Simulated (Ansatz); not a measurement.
```yaml
crystal:
  periodic: [false, false, false]
  atoms:
    - {symbol: B, position_ang: [0.941703, -1.462517, 0.462260]}
    - {symbol: B, position_ang: [1.836091, -0.614523, 1.440225]}
    - {symbol: B, position_ang: [0.197717, -0.815576, 1.966496]}
    - {symbol: Sb, position_ang: [-0.606871, 0.162993, -0.107132]}
    - {symbol: Sb, position_ang: [1.432003, 0.430277, 3.323870]}
    - {symbol: Sb, position_ang: [-1.003942, -2.473955, 1.012380]}
basis:
  gaussian: {orbitals: def2-TZVPD, initial_orbitals: start.molden}
total_charge: -1
magnetization: {spin_polarized: true, initial_magnetization: 1}
hamiltonian: {xc: {name: wB97X-V}}
scf: {omitted_lower_state_checks: [starts]}
output: {orbitals: {seedname: orbitals}}
```

The file start.molden holds the orbitals of an earlier run on this structure, at another level or in another basis.

```sh
$ ansatz run in.yaml --threads 4 --pin off --events-out ev --progress --plain --max-ram 4787MiB
```

Problem. Does this run fit into the memory that it is given?

Solution. No. It has 279 basis functions, and Ansatz plans for 5.02 GiB where 4.67 GiB are given.
